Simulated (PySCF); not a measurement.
# Levels of Zr²⁷⁺ from EOM-EA-GCCSD

Reference: closed-shell Zr²⁸⁺, [Ne] 3s2; one electron is added. Calculated with PySCF 2.14, two-component X2C-1e with screened spin-orbit coupling, an uncontracted even-tempered set (18 s from 1.4 bohr⁻², ratio 2.6; 13 p from 1.9 bohr⁻², ratio 2.6; 6 d from 1.9 bohr⁻², ratio 2.8; 4 f from 29 bohr⁻², ratio 2.8); frozen 1s2; the 48 highest virtual spinors dropped; of the others 56 kept and the rest restored at second order. No Breit or QED terms. Binding energies in eV.

| level | Koopmans | second order | EOM-CCSD |
| --- | --- | --- | --- |
| 3p1/2 | 1403.2 | 1405.1 | 1404.9 |
| 3p3/2 | 1382.4 | 1384.5 | 1384.4 |
| 3d5/2 | 1276.6 | near a pole | 1272.8 |

Electric-dipole lines between these computed levels:

| lower | upper | ΔE (eV) | vacuum wavelength (nm) |
| --- | --- | --- | --- |
| 3p3/2 | 3d5/2 | 111.54 | 11.12 |

In EOM-CCSD the overlap with the one-orbital guess is low for 3d5/2 (weight 0.82). That can mean mixing with two-particle, one-hole states, where second order and EOM-CCSD lose accuracy, or only a rotation among the degenerate components of the shell; the terms of those configurations are not listed.

For comparison, the ionisation energy of Zr²⁷⁺ is 1392 ± 7 eV (semi-empirical (NIST evaluation); NIST Atomic Spectra Database, ionization energies).

Only part of the computed levels is shown.
